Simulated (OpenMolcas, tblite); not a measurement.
**How methods differ on C2H4ClSi (SMILES C=C[SiH]Cl)**

C2H4ClSi: 8 atoms, total charge 0, spin state doublet. As SMILES, `C=C[SiH]Cl`. Geometry: relaxed at PBE0-D4/def2-TZVP.

Quantity: the vertical energy of the quartet above the doublet, in eV. The values are calculated.

| level | kind | program | value (eV) | less CCSD(T)/def2-SVP | CPU time (all runs) |
| --- | --- | --- | --- | --- | --- |
| GFN2-xTB | semi-empirical | tblite | 4.43 | -0.27 | under 2 s |
| UHF/def2-SVP | Hartree–Fock | OpenMolcas | 3.54 | -1.16 | 15 s |
| USVWN5/def2-SVP | LDA | OpenMolcas | 4.93 | +0.23 | 56 s |
| UBLYP/def2-SVP | GGA | OpenMolcas | 4.71 | +0.01 | 86 s |
| UM06-L/def2-SVP | meta-GGA | OpenMolcas | 4.50 | -0.20 | 2 min |
| UB3LYP/def2-SVP | global hybrid | OpenMolcas | 4.60 | -0.10 | 87 s |
| UM06-2X/def2-SVP | hybrid meta-GGA | OpenMolcas | 4.68 | -0.02 | 1.9 min |
| ROCCSD(T)/def2-SVP | coupled cluster or CI | OpenMolcas | 4.70 | 0.00 | 90 s |

Differences are taken from ROCCSD(T)/def2-SVP for orientation; it has basis-set and higher-order errors of its own. The values span 3.54 to 4.93 eV. Spin contamination of the reference (⟨S²⟩ at least 0.1 too high) touches UHF/def2-SVP. CPU times are rough (shared hosts, several kinds of processor and program).
